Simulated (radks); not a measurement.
The mean radii <r> (bohr) of the occupied orbitals of an atom or ion are listed with their occupations. Calculated with a radial shooting solver on a logarithmic mesh with Libxc functionals: Dirac Kohn-Sham, LDA (Slater exchange, Perdew-Wang correlation), spin-unpolarised, spherical densities, finite nucleus; Fermi nuclear charge, rms radius of each element as measured or else 0.836 A^(1/3) + 0.57 fm.

| orbital | occ. | <r> |
|---|---|---|
| 1s1/2 | 2 | 0.06364 |
| 2s1/2 | 2 | 0.2903 |
| 2p1/2 | 2 | 0.2544 |
| 2p3/2 | 4 | 0.2571 |
| 3s1/2 | 2 | 0.7619 |

Name the element and its charge. Open shells, if any, fill j = l - 1/2 first.

Answer. Z = 24, chromium, charge +12: Cr12+ in [Ne] 3s2. The 1s radius gives Z: for a bare nucleus <r> = (2 gamma + 1)/(2Z) with gamma = sqrt(1 - (Z/c)^2), 0.06186 bohr for Z = 24, and screening makes it slightly larger (0.06364 here). The occupations add up to 12, and the charge is Z minus that.
